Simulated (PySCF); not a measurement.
Delta-SCF ions had no search for a lower state. Excitations are Tamm–Dancoff values on a coarser integration grid. The basis has no diffuse functions, so Rydberg states are missing or too high.

## C3H3Br, SMILES `C=C=CBr` (charge 0, multiplicity 1)

Computed with PySCF 2.14.0 with PBE-D3(BJ)/def2-TZVP // PBE0-D3(BJ)/def2-TZVP.

- HOMO: -6.11 eV
- dipole moment: 1.58 D
- HOMO–LUMO gap: 4.09 eV
- LUMO: -2.02 eV
- S1 excitation (TDA): 4.28 eV
- S1 oscillator strength: 0.000
- T1 excitation (TDA): 3.84 eV
- S1–T1 gap (TDA): 0.44 eV
- vertical ionisation energy (Delta-SCF): 9.17 eV
- total energy: -2689.7184 Ha
- cost: very roughly 110 core-seconds

```xyz
7

C     -1.3706     0.0498     0.0028
C     -0.0790    -0.0874    -0.0059
C      1.2073    -0.2324    -0.0152
Br     2.3918     1.2393     0.0852
H     -1.9285     0.1724    -0.9203
H     -1.9294     0.0469     0.9333
H      1.7083    -1.1886    -0.0799
```
